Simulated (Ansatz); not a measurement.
Relaxation of F2H5NOZn (10 atoms, charge 0, multiplicity 1), to a largest force component of 0.03 eV/Å in at most 50 steps.

Level of theory: RKS BLYP-D4/def2-SVP in Ansatz 0.2.0.

```xyz
10
Properties=species:S:1:pos:R:3
Zn 0.709 0.118 1.629
F 1.904 0.722 0.448
O -0.322 -0.419 2.991
H -0.590 -0.077 -1.699
N -1.058 -0.603 -0.953
H 1.357 1.127 -1.607
F 0.981 1.233 -2.442
H 0.125 -0.208 3.836
H -1.062 -1.589 -1.250
H -2.043 -0.303 -0.955
```

Task: Where does it end, and by what steps?

Result: The run converged. After 10 steps the energy has fallen by 1.178 eV; Zn1 moved furthest, 0.79 Å. Joined: Zn1–N5 (3.21 → 2.09 Å).

```
step  energy less start (eV)  largest force component (eV/Å)  accepted
   0                  0.0000                           1.561       yes
   1                 -0.3094                           0.928       yes
   2                 -0.6630                           0.844       yes
   3                 -0.9893                           0.782       yes
   4                 -1.0988                           0.827       yes
   5                 -1.0355                           1.943        no
   6                 -1.1685                           0.287       yes
   7                 -1.1711                           0.381       yes
   8                 -1.1764                           0.086       yes
   9                 -1.1776                           0.031       yes
  10                 -1.1778                           0.029       yes
```

```xyz
10
Properties=species:S:1:pos:R:3
Zn 0.239 -0.023 1.014
F 1.667 0.827 0.142
O -0.394 -0.478 2.656
H -0.370 0.023 -1.467
N -0.871 -0.491 -0.700
H 1.336 0.995 -1.232
F 0.901 0.995 -2.136
H 0.229 -0.173 3.345
H -0.883 -1.492 -0.943
H -1.853 -0.183 -0.678
```

Whether the end is a true minimum wasn't checked by a vibrational analysis.

Time of the run: 11 s on 2 threads of AMD EPYC 9R45 96-Core Processor (Zen 5) (shared host), peak memory 0.18 GiB.
